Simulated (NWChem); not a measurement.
# HfHSOF; SMILES [OH][Hf]([F])=[S]

```xyz
5

Hf     0.0487    -0.0414    -0.5186
S      0.2304     2.0799     0.1364
F      1.4279    -1.1339     0.2506
O     -1.7184    -0.7054    -0.1429
H     -2.5466    -0.4511     0.2718
```
Atoms are numbered in this order, from 1.

Level: PBE0/def2-SVP with def2 effective core potentials on Hf (NWChem), optimised geometry, unscaled harmonic frequencies. def2 effective core potentials on Hf; no spin-orbit coupling.

**Question.** List the harmonic frequencies with IR intensities, and the thermochemistry.

**Answer.** 
```
frequency (cm⁻¹)  IR intensity (km/mol)
----------------  ---------------------
106                                17.0
157                                13.0
171                                 0.1
394                               164.2
503                                45.0
506                               180.5
651                               111.5
706                                86.2
3960                              245.2
```

```yaml
zero_point_energy: 10.2 kcal/mol
thermal correction to the enthalpy at 298.15 K (with zero-point energy): 14.5 kcal/mol
heat capacity Cv: 17.4 cal/(mol K)
entropy at 298.15 K and 1 atm (symmetry number 1): 80.7 cal/(mol K)
```

Rigid rotor and harmonic oscillator.
